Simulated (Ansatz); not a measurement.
Process, species as SMILES: O=[SiH] (O-SiH) → O=[SiH-] (an electron is taken up)
B3LYP-D3(BJ)/def2-TZVP geometries, fixed; electronic energies without zero-point terms; positive where energy is released.
Largest species:
```xyz
3

Si    -0.0147    -0.5041    -0.0112
O     -0.1485     1.0191     0.0164
H      1.3936    -1.0954     0.0249
```
Charge 0, spin multiplicity 2.

How fast the adiabatic electron affinity converges with the basis for several methods (Ansatz, a quantum-chemistry and plane-wave program): deviation from each method's own reference, in eV. References: B3LYP 1.973 eV, the value in aug-pcseg-3; HF 1.070 eV, the value in aug-pcseg-3; MP2 1.952 eV, Hartree-Fock in aug-cc-pV(Q+d)Z plus the correlation part extrapolated as X^-3 from aug-cc-pV(T+d)Z and aug-cc-pV(Q+d)Z; PBE 1.858 eV, the value in aug-pcseg-3; wB97M-V 2.002 eV, the value in aug-pcseg-3. All functions are spherical. In correlated methods cores are frozen. A restricted Hartree-Fock determinant is unstable towards unrestricted orbitals. Open shells are unrestricted. No added dispersion term, no relativity. Functionals ending in -V hold VV10 correlation. 

| basis | functions | B3LYP | HF | MP2 | PBE | wB97M-V |
|---|---|---|---|---|---|---|
| pcseg-0 | 24 | -0.365 | 0.033 | -0.540 | -0.372 | -0.401 |
| def2-SV(P) | 34 | -0.467 | -0.252 | -0.843 | -0.477 | -0.472 |
| pcseg-1 | 37 | -0.266 | -0.104 | -0.665 | -0.274 | -0.277 |
| aug-cc-pV(D+d)Z | 64 | 0.024 | 0.041 | -0.171 | 0.021 | 0.033 |
| pcseg-2 | 78 | -0.151 | -0.088 | -0.378 | -0.168 | -0.153 |
| def2-TZVPP | 87 | -0.213 | -0.152 | -0.342 | -0.235 | -0.207 |
| aug-cc-pV(T+d)Z | 124 | 0.001 | 0.006 | -0.072 | 0.000 | 0.003 |
| def2-QZVPPD | 175 | -0.013 | -0.007 | -0.067 | -0.017 | -0.011 |

Mean absolute deviation over pcseg-2, def2-TZVPP, aug-cc-pV(T+d)Z: HF 0.082, wB97M-V 0.121, B3LYP 0.122, PBE 0.135, MP2 0.264 eV.
